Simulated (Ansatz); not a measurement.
A further run on Ag(CO)H (CHAgO).

```yaml
crystal:
  periodic: [false, false, false]
  atoms:
    - {symbol: Ag, position_ang: [-0.059839, 0.169564, -0.879412]}
    - {symbol: C, position_ang: [0.078099, -0.218848, 1.131703]}
    - {symbol: O, position_ang: [0.150295, -0.431136, 2.230095]}
    - {symbol: H, position_ang: [-0.168555, 0.480419, -2.482386]}
basis:
  gaussian: {orbitals: def2-SVP, nuclear_model: gaussian}
hamiltonian: {xc: {name: HF}}
correlation: {method: rpa}
scf: {omitted_lower_state_checks: [starts]}
```

```sh
$ ansatz run in.yaml --threads 4 --pin off --events-out ev --progress --plain --max-ram 3916MiB
```

Output, abridged:

```
Functional definition: HF
653 factors; integrals over basis functions are off by at most 8.2e-4 eV
mean field evaluation 1: about -7052.0480 eV, gradient 3.6e1 eV
mean field evaluation 2: about -7052.2565 eV, gradient 3.6e1 eV
mean field evaluation 4: about -7055.1841 eV, gradient 2.5e0 eV
mean field evaluation 8: about -7055.2176 eV, gradient 4.6e-4 eV
mean field -7055.21764958 eV, -259.2744664238 hartree, gradient 2.4e-6 eV, S^2 0.000000; 0 other end points of the search recorded, 0 dependent functions left out
2 core orbitals not correlated: weight in the atoms' cores, before any rotation towards them, 1.000 or more for the frozen orbitals, at most 0.000 for the correlated occupied ones
reference -7055.21764958 eV, -259.2744664238 hartree; 15, 15 occupied and 47, 47 virtual orbitals, 653 factors
Total energy: -7073.88546498 eV, -259.9604959862 hartree
Checks for a lower state left out: starts
```

Run time 0.35 s (4 threads of Arm Neoverse V1 on a shared host).

In the def2 sets Ag takes a core potential; there is no spin–orbit coupling. Correlated methods freeze 2 core orbitals; core or outer-core shells of Ag are correlated, in sets that lack core-valence functions.
